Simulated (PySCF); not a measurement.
## LuSCl, singlet: computed properties

Computed with PySCF, PBE, basis Lu def2-SVP with ECP28, S def2-SVP, Cl def2-SVP (scalar-relativistic core potentials, no spin–orbit coupling, density fitting).

The structure is a minimum.

Coordinates in bohr (charge 0 multiplicity 1):
```
Lu    0.0014   -0.6607    0.0000
S     3.8291    1.2665    0.0000
Cl   -3.4987    2.1920    0.0000
```

| Property | Result |
| --- | --- |
| Point group | Cs |
| Bond lengths | Lu–Cl 2.389 Å, Lu–S 2.268 Å |
| Bond angles | Cl–Lu–S 114.1° |
| Rotational symmetry number | 1 |
| Lowest empty level | -3.74 eV |
| Heat capacity Cp at 298.15 K | 53.8 J/(mol K) |
| Entropy at 298.15 K and 1 bar | 314.2 J/(mol K) |
| Principal quadrupole moments (Buckingham, traceless) about the centre of mass | -16.17, 6.73, 9.43 D Å |
| Dipole moment | 6.70 D |
| Enthalpy at 298.15 K above 0 K | 13.53 kJ/mol |
| Principal polarisabilities | 47.6, 60.5, 98.5 bohr³ |
| Zero-point energy | 5.3 kJ/mol |
| Rotational constants | 0.2189, 0.06562, 0.05048 cm⁻¹ |
| Highest occupied level | -5.22 eV |

Harmonic modes (masses in u: Lu 174.941, S 31.972, Cl 34.969):
| symmetry | ω (cm⁻¹) | IR (km/mol) | type |
| --- | --- | --- | --- |
| a' | 97 | 4.4 | bend |
| a' | 338 | 40.0 | stretch |
| a' | 453 | 27.0 | stretch |

Charges (e):
```tsv
atom	Mulliken	Löwdin	polar tensor	Mayer order to Lu1
Lu1	0.58	-0.07	1.18	–
S2	-0.30	0.01	-0.64	2.40
Cl3	-0.28	0.05	-0.54	1.24
```

Mulliken populations on Lu1 (electrons outside its core potential): s 4.53, p 12.42, d 11.45, f 14.02.

Formally Lu is in oxidation state +3, d0. The polar-tensor charge on Lu, 1.18, is far below the formal one.

Other isomers or separated fragments may lie lower.

The final relaxation and frequency run took 50 s on 4 threads of a shared Arm Neoverse V2 host, with 117 basis functions and 17 gradients; the process peaked at 0.91 GiB. Launch command: `OMP_NUM_THREADS=4 python axn.py task.json out`.
